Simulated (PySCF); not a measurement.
## Correlation energy of Ba (barium, neutral)

[Xe] 6p2, high-spin 3P determinant (an excited configuration). All numbers are calculated (PySCF 2.14, scalar relativity by spin-free X2C-1e, in x2c-TZVPPall). Frozen: [Kr] 4d10; 10 electrons correlated.

| level | correlation energy (mhartree) |
| --- | --- |
| CCSD | -198.33 |
| (T) | -23.81 |
| CCSD(T) | -222.14 |

Diagnostics: T1 = 0.031, D1 = 0.0972, largest double amplitude 0.730.

Spin-orbit coupling, absent here, splits the open shell strongly. T1 exceeds 0.03, a sign that the reference determinant is poor. A double-excitation amplitude exceeds 0.15, a sign of near-degeneracy.

Cost of the coupled-cluster step: roughly 15 core-seconds, for 10 correlated electrons.

Iterations:

```
CC2 = 0
CCSD nocc = (np.int64(6), np.int64(4)), nmo = (62, 62)
frozen orbitals [[0, 1, 2, 3, 4, 5, 6, 7, 8, 9, 10, 11, 12, 13, 14, 15, 16, 17, 18, 19, 20, 21, 22], [0, 1, 2, 3, 4, 5, 6, 7, 8, 9, 10, 11, 12, 13, 14, 15, 16, 17, 18, 19, 20, 21, 22]]
max_cycle = 100
direct = 0
conv_tol = 1e-08
conv_tol_normt = 1e-06
diis_space = 8
diis_start_cycle = 0
Init t2, MP2 energy = -0.166607439194031
Init E_corr(UCCSD) = -0.166607439200063
cycle = 1  E_corr(UCCSD) = -0.182285938783721  dE = -0.0156784996  norm(t1,t2) = 0.0925876
cycle = 2  E_corr(UCCSD) = -0.187226584522609  dE = -0.00494064574  norm(t1,t2) = 0.069347
cycle = 3  E_corr(UCCSD) = -0.194326938472622  dE = -0.00710035395  norm(t1,t2) = 0.0608011
cycle = 4  E_corr(UCCSD) = -0.196091026061054  dE = -0.00176408759  norm(t1,t2) = 0.0402874
cycle = 5  E_corr(UCCSD) = -0.198293306107819  dE = -0.00220228005  norm(t1,t2) = 0.0103942
cycle = 6  E_corr(UCCSD) = -0.198179706621046  dE = 0.000113599487  norm(t1,t2) = 0.00399417
cycle = 7  E_corr(UCCSD) = -0.198461221393237  dE = -0.000281514772  norm(t1,t2) = 0.00299425
cycle = 8  E_corr(UCCSD) = -0.197816026424385  dE = 0.000645194969  norm(t1,t2) = 0.00261072
cycle = 9  E_corr(UCCSD) = -0.198301758975502  dE = -0.000485732551  norm(t1,t2) = 0.00430181
cycle = 10  E_corr(UCCSD) = -0.198332967571375  dE = -3.12085959e-05  norm(t1,t2) = 0.00143637
cycle = 11  E_corr(UCCSD) = -0.198314977155095  dE = 1.79904163e-05  norm(t1,t2) = 0.00305672
cycle = 12  E_corr(UCCSD) = -0.198327425021887  dE = -1.24478668e-05  norm(t1,t2) = 0.000563833
cycle = 13  E_corr(UCCSD) = -0.198330316192151  dE = -2.89117026e-06  norm(t1,t2) = 8.49581e-05
cycle = 14  E_corr(UCCSD) = -0.19833209380998  dE = -1.77761783e-06  norm(t1,t2) = 1.92627e-05
cycle = 15  E_corr(UCCSD) = -0.198332220705865  dE = -1.26895885e-07  norm(t1,t2) = 7.75219e-06
cycle = 16  E_corr(UCCSD) = -0.198332230865299  dE = -1.01594331e-08  norm(t1,t2) = 5.79444e-06
cycle = 17  E_corr(UCCSD) = -0.198332239796865  dE = -8.93156599e-09  norm(t1,t2) = 6.97267e-06
cycle = 18  E_corr(UCCSD) = -0.198332240322796  dE = -5.25931465e-10  norm(t1,t2) = 5.14242e-06
cycle = 19  E_corr(UCCSD) = -0.198332255874912  dE = -1.55521163e-08  norm(t1,t2) = 8.23906e-06
cycle = 20  E_corr(UCCSD) = -0.198332253037017  dE = 2.83789506e-09  norm(t1,t2) = 5.30683e-06
cycle = 21  E_corr(UCCSD) = -0.19833223454722  dE = 1.84897975e-08  norm(t1,t2) = 2.82475e-06
cycle = 22  E_corr(UCCSD) = -0.198332226448687  dE = 8.09853321e-09  norm(t1,t2) = 2.46723e-06
cycle = 23  E_corr(UCCSD) = -0.198332236198121  dE = -9.7494347e-09  norm(t1,t2) = 2.49993e-06
cycle = 24  E_corr(UCCSD) = -0.198332184122632  dE = 5.2075489e-08  norm(t1,t2) = 2.59414e-06
cycle = 25  E_corr(UCCSD) = -0.198332155811359  dE = 2.83112728e-08  norm(t1,t2) = 2.00542e-06
cycle = 26  E_corr(UCCSD) = -0.198332182441949  dE = -2.66305893e-08  norm(t1,t2) = 1.46209e-06
cycle = 27  E_corr(UCCSD) = -0.198332172106655  dE = 1.03352935e-08  norm(t1,t2) = 1.48421e-06
cycle = 28  E_corr(UCCSD) = -0.198332200832001  dE = -2.87253455e-08  norm(t1,t2) = 1.52806e-06
cycle = 29  E_corr(UCCSD) = -0.198332206313697  dE = -5.48169618e-09  norm(t1,t2) = 8.81427e-07
UCCSD converged
E(UCCSD) = -8131.6766060646  E_corr = -0.1983322063136969
UCCSD(T) correction = -0.0238053426729871
```

This basis was not built for core-valence correlation, so the inner-shell part is incomplete.
